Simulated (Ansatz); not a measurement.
Z-matrix (Å, degrees):
```
C
F 1 1.371
C 1 1.555 2 115.0
C 1 1.491 2 115.4 3 97.4
H 1 1.092 2 108.7 3 -128.2
C 3 1.491 1 85.6 2 118.7
F 3 1.371 1 115.0 2 -125.2
H 3 1.092 1 113.3 2 0.6
F 4 1.308 1 130.3 2 60.3
F 6 1.308 3 130.3 1 175.9
```

Charge 0, multiplicity 1.

List the r2SCAN/def2-TZVPP orbital energies in eV (Ansatz 0.2.0). (An estimate is asked.)

Computed: Occupied: -667.87, -667.87, -666.62, -666.62, -276.29, -276.28, -276.27, -276.27, -33.75, -33.59, -32.30, -32.15, -24.14, -18.28, -18.00, -15.83, -15.55, -14.39, -14.24, -13.02, -13.00, -12.72, -12.58, -12.13, -11.43, -10.89, -10.56, -9.15, -8.96, -8.25, -7.18. Lowest empty: -1.09, 0.70, 1.25, 2.10, 2.35, 3.04, 3.08, 3.54.
